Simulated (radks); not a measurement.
Problem. Coherent X-ray form factor from a spherical all-electron density. Method: Dirac Kohn-Sham, BLYP, spin-unpolarised, spherical densities, finite nucleus; Fermi nuclear charge, rms radius of each element as measured or else 0.836 A^(1/3) + 0.57 fm; computed with a radial shooting solver on a logarithmic mesh with Libxc functionals.

sin(theta)/lambda (1/angstrom)  f0 (electrons)
0.05                                    13.792
0.1                                     13.212
0.15                                    12.377
0.2                                     11.429
0.25                                    10.492
0.3                                      9.643
0.4                                      8.306
0.5                                      7.349
0.6                                      6.579
0.8                                      5.205
1                                        3.997
1.25                                     2.870
1.5                                      2.162
2                                        1.505

The species is in the configuration that NIST lists as its ground one. Which atom or ion scatters so?

Solution. The chlorine ion Cl3+, [Ne] 3s2 3p2. Extrapolating in s^2 from the first two rows gives f0(0) = 14.0, near the electron count 14; among species with that count, the fall with angle is slower the higher Z, and the table is that of Z = 17; from so few rows the species is fixed only to a neighbour or two.
